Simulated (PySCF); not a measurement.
Strontium: a sound run and one with changed settings

Sound run: Sr [Kr] 5s2, Sr⁺ [Kr] 5s1. All numbers are calculated (PySCF 2.14, scalar relativity by spin-free X2C-1e, in x2c-TZVPall). In the sound run the correlated levels freeze [Kr]. The sound run starts from symmetry-adapted Hartree-Fock orbitals and uses a fine grid where one is needed.

Changed run: initial guess minao, at most 50 SCF cycles.

| species | method | sound run (hartree) | changed run (hartree) | converged |
| --- | --- | --- | --- | --- |
| Sr | UHF | -3177.31954 | -3177.31954 | yes |
| Sr | M06-2X | -3179.44550 | -3179.44550 | yes |
| Sr | r2SCAN | -3179.21795 | -3179.21795 | yes |
| Sr | MP2 | -3177.33683 | -3177.33683 | yes |
| Sr⁺ | UHF | -3177.14513 | -3177.14513 | yes |
| Sr⁺ | M06-2X | -3179.22804 | -3179.22804 | yes |
| Sr⁺ | r2SCAN | -3179.01847 | -3179.01847 | yes |

Here the plain start reaches the same solutions.
